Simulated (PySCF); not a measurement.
Isomers of C5H4F4S.

All values: PBE0/def2-SVPD (PySCF) at GFN2-xTB geometries, gas phase, one conformer each. Core orbitals are frozen in the response; Δα² is half the sum of the squared differences of the principal polarisabilities.

Question: Rank by polarisability anisotropy Δα, lowest first.
A. `[F:1][CH2:2][CH2:3][C:4](=[C:5]=[S:6])[C:7]([F:8])([F:9])[F:10]` with F1–C2–C3–C4 179°, C2–C3–C4–C5 0°
B. `[F:1][CH2:2][S:3][CH2:4][C:5]#[C:6][C:7]([F:8])([F:9])[F:10]` with F1–C2–S3–C4 -65°, C2–S3–C4–C5 -68°
C. `[F:1][C@H:2]1[CH2:3][CH:4]=[C:5]([C:6]([F:7])([F:8])[F:9])[S:10]1` with F1–C2–C3–C4 102°, C2–C3–C4–C5 12°, C4–C5–S10–C2 -8°, F1–C2–S10–C5 -105°
D. `[CH3:1][C@@H:2]([F:3])[C:4](=[C:5]=[S:6])[C:7]([F:8])([F:9])[F:10]` with C1–C2–C4–C5 -101°
E. `F[C@@H]1C=C(C(F)(F)F)SC1`
F. `[F:1][C@H:2]1[CH2:3][S:4][CH:5]=[C:6]1[C:7]([F:8])([F:9])[F:10]` with F1–C2–C3–S4 107°, C2–C3–S4–C5 9°, C3–S4–C5–C6 -3°, F1–C2–C6–C5 -108°

Answer: C (3.97 Å³), E (4.19 Å³), F (4.88 Å³), B (5.42 Å³), A (7.67 Å³), D (8.15 Å³).

Question: Rank by HOMO–LUMO gap, highest first.
A. `[CH3:1][C@@H:2]([F:3])[C:4](=[C:5]=[S:6])[C:7]([F:8])([F:9])[F:10]` with C1–C2–C4–C5 -101°
B. `[F:1][C@H:2]1[CH2:3][S:4][CH:5]=[C:6]1[C:7]([F:8])([F:9])[F:10]` with F1–C2–C3–S4 107°, C2–C3–S4–C5 9°, C3–S4–C5–C6 -3°, F1–C2–C6–C5 -108°
C. `[F:1][CH2:2][S:3][CH2:4][C:5]#[C:6][C:7]([F:8])([F:9])[F:10]` with F1–C2–S3–C4 -65°, C2–S3–C4–C5 -68°
D. `[F:1][C@H:2]1[CH2:3][CH:4]=[C:5]([C:6]([F:7])([F:8])[F:9])[S:10]1` with F1–C2–C3–C4 102°, C2–C3–C4–C5 12°, C4–C5–S10–C2 -8°, F1–C2–S10–C5 -105°
E. `F[C@@H]1C=C(C(F)(F)F)SC1`

Answer: C (6.60 eV), D (6.09 eV), B (5.81 eV), E (5.65 eV), A (4.23 eV).

All values together:

```
                   SMILES  μ (D)  HOMO (eV)  LUMO (eV)  α (Å³)  Δα (Å³)
          FCSCC#CC(F)(F)F   1.91      -7.57      -0.98   12.55     5.42
  F[C@H]1CC=C(C(F)(F)F)S1   3.69      -7.02      -0.94   11.67     3.97
    F[C@H]1CSC=C1C(F)(F)F   3.19      -7.07      -1.26   11.79     4.88
       FCCC(=C=S)C(F)(F)F   1.65      -7.27      -3.09   12.72     7.67
 F[C@@H]1C=C(C(F)(F)F)SC1   3.02      -6.96      -1.31   11.69     4.19
C[C@@H](F)C(=C=S)C(F)(F)F   1.16      -7.22      -2.99   12.87     8.15
```

Conformers: `[F:1][CH2:2][S:3][CH2:4][C:5]#[C:6][C:7]([F:8])([F:9])[F:10]` with F1–C2–S3–C4 -65°, C2–S3–C4–C5 -68°; `[F:1][C@H:2]1[CH2:3][CH:4]=[C:5]([C:6]([F:7])([F:8])[F:9])[S:10]1` with F1–C2–C3–C4 102°, C2–C3–C4–C5 12°, C4–C5–S10–C2 -8°, F1–C2–S10–C5 -105°; `[F:1][C@H:2]1[CH2:3][S:4][CH:5]=[C:6]1[C:7]([F:8])([F:9])[F:10]` with F1–C2–C3–S4 107°, C2–C3–S4–C5 9°, C3–S4–C5–C6 -3°, F1–C2–C6–C5 -108°; `[F:1][CH2:2][CH2:3][C:4](=[C:5]=[S:6])[C:7]([F:8])([F:9])[F:10]` with F1–C2–C3–C4 179°, C2–C3–C4–C5 0°; `[CH3:1][C@@H:2]([F:3])[C:4](=[C:5]=[S:6])[C:7]([F:8])([F:9])[F:10]` with C1–C2–C4–C5 -101°.
